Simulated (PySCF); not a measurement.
Species: C2H6BNSi.
Geometry (PBE0-D3(BJ)/def2-SVP, Å), atoms numbered from 1 in this order:
```xyz
11
C2H6BNSi angstrom
C      2.417   -0.818    0.806
C      1.643    0.020    0.380
B      0.713    1.121   -0.147
N     -0.650    0.888   -0.405
Si    -1.589   -0.593   -0.218
H      3.095   -1.562    1.183
H      1.163    2.227   -0.344
H     -1.165    1.698   -0.738
H     -0.656   -1.740   -0.077
H     -2.450   -0.760   -1.427
H     -2.484   -0.506    0.975
```

Computed with PySCF 2.14.0, PBE0-D3(BJ)/def2-SVP geometry optimisation, gas phase.

Masses are those of the commonest isotopes; rigid-rotor values at the optimised geometry. The values belong to one conformer with, in the numbering `[CH:1]#[C:2][BH:3][NH:4][SiH3:5]`, C2–B3–N4–Si5 0°.

**Question.** Give the principal moments of inertia and the rotational constants in MHz.

**Answer.** Ia = 63.90, Ib = 224.19, Ic = 282.20 u·Å²; 505379 MHz·u·Å²/I gives A = 7909, B = 2254, C = 1791 MHz.

**Question.** What kind of rotor is it?

**Answer.** An asymmetric top: κ = (2 × 2254 − 7909 − 1791)/(7909 − 1791) = -0.85.

**Question.** What does the inertial defect say?

**Answer.** Not planar: Δ = Ic − Ia − Ib = -5.89 u·Å². For a rigid frame Δ = −2 Σ m c², so Σ m c² = 2.94 u·Å² lies off the ab plane, practically all of it from hydrogen. The atom farthest from that plane is 1.34 Å away.

**Question.** Give the other two planar moments, Paa and Pbb, and the rms extents of the mass along the axes.

**Answer.** Paa = Σ m a² = (Ib + Ic − Ia)/2 = 221.25 and Pbb = Σ m b² = (Ia + Ic − Ib)/2 = 60.95 u·Å². With the mass M = 83.04 u, the rms extents √(P/M) along a, b and c are 1.63, 0.86, 0.19 Å.

**Question.** Where do the levels up to J = 2 lie, in MHz?

**Answer.** Above 0(0,0):
J = 1: 1(0,1) 4045, 1(1,1) 9700, 1(1,0) 10164
J = 2: 2(0,2) 12108, 2(1,2) 17327, 2(1,1) 18717, 2(2,1) 35683, 2(2,0) 35710
Those of J = 1 are B + C, A + C and A + B.

**Question.** Which lines would a microwave search look for?

**Answer.** The dipole components are |μa| = 1.14 D, |μb| = 0.22 D, |μc| = 0.00 D. Intensities carry the squares of the components, which stand as 1.00 : 0.04 : 0.00 (a : b : c). Some of the stronger lines:

| type | branch | J(Ka,Kc) | MHz | lower level (cm⁻¹) |
| --- | --- | --- | --- | --- |
| a | Q | 1(1,0) ← 1(1,1) | 463 | 0.324 |
| a | Q | 2(1,1) ← 2(1,2) | 1390 | 0.578 |
| a | R | 1(0,1) ← 0(0,0) | 4045 | 0.000 |
| a | Q | 4(1,3) ← 4(1,4) | 4627 | 1.466 |
| a | R | 2(0,2) ← 1(0,1) | 8063 | 0.135 |
| a | R | 3(2,1) ← 2(2,0) | 12244 | 1.191 |
| a | R | 3(1,2) ← 2(1,1) | 12813 | 0.624 |
| a | R | 4(1,4) ← 3(1,3) | 15202 | 0.959 |
| a | R | 4(0,4) ← 3(0,3) | 15913 | 0.805 |
| a | R | 4(3,2) ← 3(3,1) | 16232 | 2.577 |
| a | R | 4(2,2) ← 3(2,1) | 16427 | 1.600 |
| a | R | 4(1,3) ← 3(1,2) | 17049 | 1.052 |

Not checked by PBE0-D3(BJ)/def2-SVP frequencies. Constants of a rigid frame at the computed geometry: no zero-point averaging, no centrifugal distortion. A rigid rotor knows nothing of internal rotation, which can split or shift real lines. Quadrupole hyperfine structure (11B, 14N) is left out.
